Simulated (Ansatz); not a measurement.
`CSC[SiH2]O` and `OC[SiH2]O` differ in one atom or group.

Ansatz, PBE0-D4/def2-TZVP geometries, multiplicity 1. Each molecule was computed in one conformer, which needn't be the lowest.

| property | `CSC[SiH2]O` |
| --- | --- |
| HOMO energy (B3LYP/def2-TZVPP) / eV | -6.33 |
| LUMO energy (PBE0/def2-TZVPP) / eV | 0.23 |
| HOMO–LUMO gap (PBE0/def2-TZVPP) / eV | 6.77 |
| HOMO energy (ωB97M-V/def2-TZVPP) / eV | -8.73 |
| HOMO energy (PBE/def2-TZVPP) / eV | -5.35 |
| HOMO–LUMO gap (B3LYP/def2-TZVPP) / eV | 6.32 |

Task: Give the same properties after the change, and the shifts. (Best estimate.)

Result: Ansatz gave: 
```
                             property  `OC[SiH2]O`  shift
  HOMO energy (B3LYP/def2-TZVPP) / eV        -7.25  -0.92
   LUMO energy (PBE0/def2-TZVPP) / eV        -0.01  -0.24
 HOMO–LUMO gap (PBE0/def2-TZVPP) / eV         7.45   0.68
HOMO energy (ωB97M-V/def2-TZVPP) / eV        -9.82  -1.09
    HOMO energy (PBE/def2-TZVPP) / eV        -5.93  -0.58
HOMO–LUMO gap (B3LYP/def2-TZVPP) / eV         6.93   0.61
```

With PBE0 the HOMO falls by 0.92 eV and the LUMO falls by 0.24 eV, so the gap widens by about 0.68 eV. PBE moves the HOMO by -0.58 eV and ωB97M-V by -1.09 eV. The zero-point energy changes by -64.9 kJ/mol with -9 modes.

B3LYP here is the variant with VWN-RPA as its local correlation; programs differ in this.
